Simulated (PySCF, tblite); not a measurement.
Calculations on `CC(=O)CCOB(F)F`, in the order of a workflow; each names the level of the geometry that it ran on. Settings lines and outputs come from a driver script.

Compound: C₄H₇BF₂O₂.
SMILES with atom numbers: `[CH3:1][C:2](=[O:3])[CH2:4][CH2:5][O:6][B:7]([F:8])[F:9]` (hydrogens: H10, H11, H12 on C1; H13, H14 on C4; H15, H16 on C5)

Step 1: GFN2-xTB geometry optimisation, gas phase (tblite 0.8.0) (from a force-field or distance-geometry start)
```json
{"job": {"kind": "relax", "xc": "GFN2-xTB", "basis": "xTB"}, "charge": 0, "multiplicity": 1}
```
```
step      E/eV     max force
  0    -844.57840    4.140
  1    -845.26063    2.773
  2    -845.50082    2.459
...
164    -846.35145    0.013
165    -846.35148    0.012
166    -846.35150    0.017
167    -846.35152    0.011
168    -846.35153    0.005
```

Energy lowered by 40.9 kcal/mol over 168 steps; largest atomic force 0.005 eV/Å at the end. «max force» is the largest atomic force in eV/Å.

Hardware: one thread, Arm Neoverse V1 (aarch64), shared host with 32 logical CPUs at a one-minute load of 31. Cost: 1.0 s.

Step 2: GFN2-xTB harmonic vibrations, gas phase (tblite 0.8.0) (on the GFN2-xTB geometry)
```json
{"job": {"kind": "ir", "xc": "GFN2-xTB", "basis": "xTB"}, "charge": 0, "multiplicity": 1}
```
```
(table of modes left out)
```

42 modes from 22 to 3062 cm⁻¹ (unscaled, harmonic); zero-point energy 71.8 kcal/mol; all wavenumbers are real at this level.

On one thread of an Arm Neoverse V1, shared host with 32 logical CPUs at a one-minute load of 31, this took 0.47 s.

Step 3: TDDFT PBE0/def2-SVPD, vertical, gas phase, core orbitals frozen in the response (PySCF 2.14.0, density-fitted response routines) (on the GFN2-xTB geometry)
```json
{"job": {"kind": "uv", "xc": "PBE0", "basis": "def2-SVPD", "nstates": 8, "ntriplets": 3}, "charge": 0, "multiplicity": 1}
```
```
...
Static polarisability (au): isotropic 67.304, principal 55.430 66.141 80.340
Singlet excitations
state   eV       nm        f      main configurations
  1   4.5418    273.0   0.00006   H->L 0.98
  2   6.8322    181.5   0.02412   H->L+1 0.85, H->L+2 0.12
  3   7.4439    166.6   0.00072   H->L+2 0.85, H->L+1 0.12
  4   7.5506    164.2   0.00113   H-1->L 0.91
  5   7.8324    158.3   0.00297   H->L+3 0.87
  6   7.9126    156.7   0.01256   H-2->L 0.92
  7   8.1070    152.9   0.00553   H->L+4 0.85
  8   8.3339    148.8   0.04197   H->L+5 0.90
Triplet excitations (Tamm-Dancoff, eV): 3.9330 6.0936 6.7431
```

HOMO -7.74 eV, LUMO -0.85 eV; lowest singlet 4.54 eV; lowest triplet 3.93 eV (Tamm–Dancoff); mean polarisability 67.3 au.

Time: 66 s wall; peak memory 1.0 GiB. Hardware: Arm Neoverse V1, one thread, no GPU (shared host).

Geometry of the electronic-property runs (GFN2-xTB):
```
atom  x, y, z in Å
C1    -2.495   -0.877   -0.335
C2    -1.430    0.130   -0.680
O3    -1.519    0.892   -1.606
C4    -0.222    0.093    0.238
C5     0.915    0.964   -0.291
O6     2.000    1.016    0.630
B7     2.871    0.045    0.808
F8     3.836    0.179    1.697
F9     2.858   -1.110    0.147
H10   -2.662   -0.917    0.738
H11   -3.421   -0.633   -0.849
H12   -2.164   -1.860   -0.664
H13    0.118   -0.938    0.354
H14   -0.526    0.455    1.223
H15    1.260    0.578   -1.256
H16    0.574    1.993   -0.420
```

 (This holds for the electronic-property runs.)

One conformer stands for the species.
